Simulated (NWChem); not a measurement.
Molecule: AlHBrF; SMILES [F][AlH][Br]

```xyz
4

Al    -0.5292    -1.1076     0.0007
H     -2.0412    -1.5163     0.0044
F      0.6346    -2.2903    -0.0003
Br     0.1531     1.0238    -0.0004
```
Atoms are numbered in this order, from 1.

The geometry was optimised at PBE0/def2-SVP.

Spin-orbit effects, on the heavy nuclei and on their neighbours, are missing.

### Question
Give the principal values of the shielding tensors (ppm) of Al1, F3, Br4 from KT2/pcSseg-1, GIAO (NWChem), with their diamagnetic and paramagnetic parts as GIAO splits them.

### Answer
| atom | σ11 | σ22 | σ33 | isotropic | diamagnetic | paramagnetic |
|---|---|---|---|---|---|---|
| Al1 | 370.1 | 379.2 | 483.7 | 411.0 | 796.8 | -385.8 |
| F3 | 141.5 | 288.6 | 368.8 | 266.3 | 470.7 | -204.4 |
| Br4 | 2192.3 | 2460.7 | 2975.0 | 2542.7 | 3128.4 | -585.7 |
